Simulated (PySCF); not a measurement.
**Dipole polarisabilities along group 4**

Calculated with PySCF 2.14 for the ground configurations, without spin-orbit coupling: coupled response for Hartree-Fock and DFT. Mean α in bohr³, C₆ of like pairs in atomic units.

```csv
species,α UHF,α PBE,α PBE0,α recommended (Schwerdtfeger and Nagle),C₆ UHF,C₆ PBE,C₆ PBE0
"Ti [Ar] 3d2 4s2 (x2c-TZVPPall with one added diffuse shell each of s, p, d, f type, spin-free X2C)",146.0,103.7,108.8,87 ± 10,1690,1196,1275
"Zr [Kr] 4d2 5s2 (x2c-TZVPPall with one added diffuse shell each of s, p, d, f type, spin-free X2C)",180.8,120.4,126.1,112 ± 13,2455,1657,1762
"Hf [Xe] 4f14 5d2 6s2 (x2c-TZVPPall with one added diffuse shell each of s, p, d, f type, spin-free X2C)",120.8,98.91,101.2,103 ± 6,1722,1289,1345
```

Hartree-Fock lacks correlation. All values carry a basis error, and heavy open shells lack spin-orbit coupling.
